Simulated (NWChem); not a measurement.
# C$_{5}$H$_{5}$F; SMILES C(/C(F)=C/C)#C

Q: Give the equilibrium geometry at PBE0/def2-SVP (NWChem) as a list of bonds and angles, with the point group.

A: point group Cs; any orientation.
Bond lengths (Å): C1–C2 1.213, C1–H7 1.075, C2–C3 1.425, C3–F4 1.341, C3–C5 1.340, C5–C6 1.488, C5–H8 1.093, C6–H9 1.103, C6–H10 1.098, C6–H11 1.103. Bond angles (°): C2–C1–H7 179.8, C1–C2–C3 179.5, C2–C3–F4 114.1, C2–C3–C5 125.4, F4–C3–C5 120.5, C3–C5–C6 124.6, C3–C5–H8 116.2, C6–C5–H8 119.1, C5–C6–H9 110.9, C5–C6–H10 111.5, C5–C6–H11 110.9, H9–C6–H10 108.4, H9–C6–H11 106.6, H10–C6–H11 108.4.
